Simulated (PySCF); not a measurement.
# Spin states and ions at one geometry of [BiF4]−

PySCF 2.14.0, RKS r2SCAN, Bi def2-SVP with ECP60, F def2-SVP; non-relativistic Hamiltonian with scalar-relativistic core potentials where named; density fitting; no spin-orbit coupling; singlets restricted, open shells unrestricted. The geometry is relaxed for charge -1, singlet, vacuum:

```xyz
5

Bi    0.0000    0.0000   -0.4629
F     1.9359    0.0000    0.3430
F     0.0000    1.9359    0.3430
F    -1.9359    0.0000    0.3430
F     0.0000   -1.9359    0.3430
```

Energies count from the relaxed state; an electron taken off or put on is at rest in vacuum. Charges and spins are Mulliken's.

```tsv
state	energy (eV)	spin squared	charge on Bi1 (e)	spin on Bi1 (e)	dipole about the centre of mass (D)
charge -1, singlet, vacuum	0.00	0.00	1.15	0.00	5.03
charge -1, triplet, vacuum	4.92	2.01	0.83	1.04	4.41
```

Task: What does the state charge 0, doublet, vacuum give?

Result: energy (eV) 5.11, spin squared 0.76, charge on Bi1 (e) 1.48, spin on Bi1 (e) 0.17, dipole about the centre of mass (D) 4.50.

With an electron taken off (doublet) the charges change, summed by element, by Bi +0.33 e, F +0.67 e. The vertical ionisation energy is 5.11 eV, against −ε(HOMO) = 1.89 eV of the relaxed state. The level lies 3.2 eV too high, as is usual for semilocal functionals and global hybrids, which keep a self-interaction error.

Open shells may have lower solutions than those found.

No frequency check is given that shows the relaxed geometry to be a minimum.
